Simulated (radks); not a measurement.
Spherical quantum dot in the effective-mass picture: electrons in a well V = -V0 / (1 + exp((r - R)/a)) with V0 = 20.9, R = 2.37, a = 0.15, with a point charge +2 (a donor) at the centre, all in effective atomic units (hartree* = m*/eps^2 hartree, bohr* = eps/m* bohr), one dielectric constant everywhere. Calculated with a radial shooting solver with Libxc functionals: non-relativistic Kohn-Sham, LDA (Slater exchange, Perdew-Wang correlation), spin-polarised, spherical densities. Levels are named by radial order and angular momentum (1s, 1p, 1d, 2s, ...), and open shells are averaged over m. Results are scaled to m* = 0.368 and eps = 5.9, for which hartree* = 287.7 meV and bohr* = 0.8484 nm. Each electron was tried in the lowest free levels, single moves between levels near the top were tried too, and the lowest total energy was kept; such a search can miss a lower state. At N = 1 the Hartree and exchange-correlation terms need not cancel, so that row can carry a self-interaction error.

N                         open shells  2S  mu = E(N) - E(N-1) (meV)  addition energy mu(N+1) - mu(N) (meV)  rms radius (nm)
1                    1s(up 1, down 0)   1                   -6558.9                                  335.1           0.6828
2                                none   0                   -6223.8                                  704.5           0.7566
3                    1p(up 1, down 0)   1                   -5519.2                                  162.9           0.9280
4                    1p(up 2, down 0)   2                   -5356.4                                  168.2            1.011
5                    1p(up 3, down 0)   3                   -5188.1                                  217.7            1.064
6                    1p(up 3, down 1)   2                   -4970.4                                  157.5            1.104
7                    1p(up 3, down 2)   1                   -4812.9                                  161.3            1.135
8                                none   0                   -4651.5                                  392.8            1.161
9                    2s(up 1, down 0)   1                   -4258.8                                  213.5            1.181
10                               none   0                   -4045.3                                  203.0            1.194
11                   1d(up 1, down 0)   1                   -3842.3                                  150.4            1.218
12                   1d(up 2, down 0)   2                   -3691.9                                  150.8            1.239
13                   1d(up 3, down 0)   3                   -3541.1                                  142.6            1.257
14  1d(up 5, down 0) 2s(up 1, down 0)   6                   -3398.5                                  167.5            1.284
15                   1d(up 5, down 0)   5                   -3231.1                                  181.8            1.288
16                   1d(up 5, down 1)   4                   -3049.3                                  146.8            1.302
17                   1d(up 5, down 2)   3                   -2902.5                                  147.2            1.314
18                   1d(up 5, down 3)   2                   -2755.2                                  144.7            1.325
19                   2s(up 1, down 0)   1                   -2610.6                                  153.0            1.345
20                               none   0                   -2457.6                                  487.4            1.345
21                   1f(up 1, down 0)   1                   -1970.2                                  142.4            1.357
22                   1f(up 2, down 0)   2                   -1827.8                                  142.4            1.368
23                   1f(up 3, down 0)   3                   -1685.4                                  142.4            1.378
24                   1f(up 4, down 0)   4                   -1543.0                                      -            1.387

All shells are closed at N = 2, 8, 10, 20 (there: 1s2 1p6 1d10 2s2); the second difference of the energy has clear peaks (12 % above both neighbours; the first and last values, which can be the largest, are not judged, and half-filled shells can peak too) at N = 2, 5, 8, 20.
